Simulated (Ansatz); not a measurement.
BClH₂OSSi (`ClB1O[SiH2]S1`). Total charge 0; spin multiplicity 1. The geometry is a stationary point of PBE0-D4/def2-TZVP.

```xyz
7

Cl   -1.126   -1.017   -2.512
B    -0.381   -0.392   -1.071
O    -0.990   -0.382    0.155
Si    0.319    0.336    0.932
S     1.305    0.341   -0.956
H    -0.027    1.662    1.486
H     0.901   -0.548    1.965
```

(1) What is the dipole moment at PBE/def2-TZVPP? (Best estimate.)

(2) And with r2SCAN, B3LYP, ωB97M-V? (Estimate.)

(3) Give the Mulliken charges with PBE, r2SCAN, ωB97M-V in def2-TZVPP. (Best estimate.)

Results:

(1) Computed: 1.92 D, with components (0.67, 0.64, 1.68) D in this frame, pointing from negative to positive charge.

(2) Computed: r2SCAN 1.99 D, B3LYP 2.03 D, ωB97M-V 2.02 D.

(3) Ansatz gave: 
| atom | PBE | r2SCAN | ωB97M-V |
| --- | --- | --- | --- |
| Cl1 | -0.11 | -0.12 | -0.10 |
| B2 | 0.29 | 0.35 | 0.29 |
| O3 | -0.26 | -0.36 | -0.33 |
| Si4 | 0.38 | 0.48 | 0.36 |
| S5 | -0.21 | -0.23 | -0.21 |
| H6 | -0.04 | -0.06 | -0.01 |
| H7 | -0.04 | -0.06 | -0.01 |

B3LYP here is the variant with VWN-RPA as its local correlation; programs differ in this.
